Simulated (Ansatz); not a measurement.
Consider the redistribution: `[CH3][Y]([CH3])[OH]` + `CB(O)CN` → `[CH3][Y]([OH])[OH]` + `CB(C)CN`.

Isolated molecules relaxed with PBE0-D4/def2-TZVP in Ansatz; ΔE leaves out vibrations. CCSD(T)/CBS adds triple-zeta CCSD(T) − MP2 to the extrapolated MP2 energy (def2 sets, frozen cores). Functionals use def2-TZVPP. B3LYP here is the variant with VWN-RPA as its local correlation; programs differ in this. def2 core potentials past Kr. For Y outer-core shells are correlated without core-valence functions, which leaves a few kJ/mol of doubt a bond. Each species was taken in one conformer, which may not be the lowest.

(1) Is it downhill or uphill in electronic energy at CCSD(T)/CBS, and by how much? (Estimate.)

(2) What do these levels give: PBE0-D4, B3LYP-D4, ωB97X-V, PBE, PBE0, HF/def2-TZVPP, SCS-MP2/def2-TZVPP, CCSD/def2-TZVPP, CCSD(T)/def2-TZVPP, SCS-MP2/def2-QZVPP, HF/CBS(def2), MP2/CBS(def2)? (Best estimate.)

Largest T1 diagnostic among the species: 0.014.

Answers

(1) Computed: Downhill: ΔE = -72.6 kJ/mol.

(2) The calculation gave: PBE0-D4 -67.3, B3LYP-D4 -70.3, ωB97X-V -73.9, PBE -64.5, PBE0 -66.2, HF/def2-TZVPP -71.4, SCS-MP2/def2-TZVPP -73.9, CCSD/def2-TZVPP -69.2, CCSD(T)/def2-TZVPP -68.2, SCS-MP2/def2-QZVPP -76.7, HF/CBS(def2) -72.9, MP2/CBS(def2) -78.6 kJ/mol.
